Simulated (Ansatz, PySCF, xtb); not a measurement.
Noncovalent pair: H2O (SMILES O) (first 3 atoms) with CH2O (SMILES C=O); geometry from B3LYP-D3(BJ)/def2-TZVP, rigid monomers moved along the line of their centres of mass till H2···O5 is 1.79 Å.
(charge 0, multiplicity 1):
```xyz
7

O      0.275    -0.115     0.540
H     -0.463    -0.441     1.078
H     -0.043    -0.112    -0.368
C     -0.278    -0.308     3.402
O     -1.157    -0.732     2.697
H      0.642     0.129     2.980
H     -0.361    -0.341     4.503
```

Monomers are frozen at their geometry in the pair; levels with a basis set take the counterpoise correction.

Rows in 6-31G* carry no dispersion term and start afresh at each structure (6-31G* with six Cartesian d functions). MP2/6-31G* freezes PySCF's default core.

Programs: Ansatz (Gaussian basis) for Hartree–Fock, density functionals and correlated methods; PySCF for 6-31G* rows; xtb for the GFN methods. 

**Question.** One of these levels gives -17.3 kJ/mol for the interaction energy. Name it.
A. GFN-FF
B. wB97X-V/def2-TZVPPD
C. MP2/6-31G*

**Answer.** A, GFN-FF. The others give -19.4 (wB97X-V/def2-TZVPPD), -10.3 (MP2/6-31G*)

Ansatz is a first-principles code.
